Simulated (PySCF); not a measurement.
Structure with atom numbers: `[CH3:1][C:2]#[C:3][C@@H:4]1[CH:5]=[CH:6][CH2:7][CH2:8][Si@@H:9]1[Cl:10]`. Hydrogens are named by the atom that carries them. Ha(C7), Ha(C8) are cis to C3 on the ring; Hb(C7), Hb(C8) are trans to C3 on the ring.

- σ from GIAO-PBE0/pcSseg-1
- coordinates at the GFN2-xTB level
- run in PySCF 2.14
- averaged over atoms made equivalent by symmetry, fast rotation or ring inversion, in vacuum, one computed conformer, non-relativistic Hamiltonian

References, each an isolated molecule treated in the same way: ¹³C against TMS.

Do the ¹³C shifts follow the atomic charges (in e)? Tabulate both.

Results:


| atoms | hybridisation | δ (ppm) | σ para (ppm) | Hirshfeld | IAO | Mulliken | ESP-fitted |
| --- | --- | --- | --- | --- | --- | --- | --- |
| C5 | sp2 | 141.1 | -210 | -0.05 | -0.15 | -0.08 | -0.49 |
| C6 | sp2 | 138.4 | -207 | -0.05 | -0.17 | -0.15 | -0.20 |
| C2 | sp | 84.6 | -169 | -0.06 | -0.06 | -0.37 | +0.39 |
| C3 | sp | 83.8 | -152 | -0.08 | -0.08 | +0.13 | -0.82 |
| C7 | sp3 | 24.3 | -87 | -0.07 | -0.26 | -0.19 | -0.02 |
| C4 | sp3 | 22.0 | -93 | -0.10 | -0.40 | -0.57 | +0.79 |
| C8 | sp3 | 16.8 | -83 | -0.16 | -0.55 | -0.54 | -0.16 |
| C1 | sp3 | 5.0 | -72 | -0.10 | -0.43 | -0.19 | -0.61 |

Correlation coefficients of δ with charge over these carbons: Hirshfeld +0.72, IAO +0.76, Mulliken +0.51, ESP-fitted -0.24; with the paramagnetic shielding -0.99. Among the 4 sp3 carbons alone: Hirshfeld +0.22, IAO +0.47, Mulliken -0.32, ESP-fitted +0.74. With so few points, grouped by hybridisation, these coefficients are fragile. Charge is one influence among several: hybridisation and low-lying excitations act through the paramagnetic term.

Shifts are as computed. Against solution values, carbons near 30 ppm lie about +3 ppm off and those near 130 ppm about +5 ppm. Of 1309 compounds with measured shifts, 239 miss one by over three times the rms of a fit or turn the order of signals round; such compounds aren't used in these exercises.
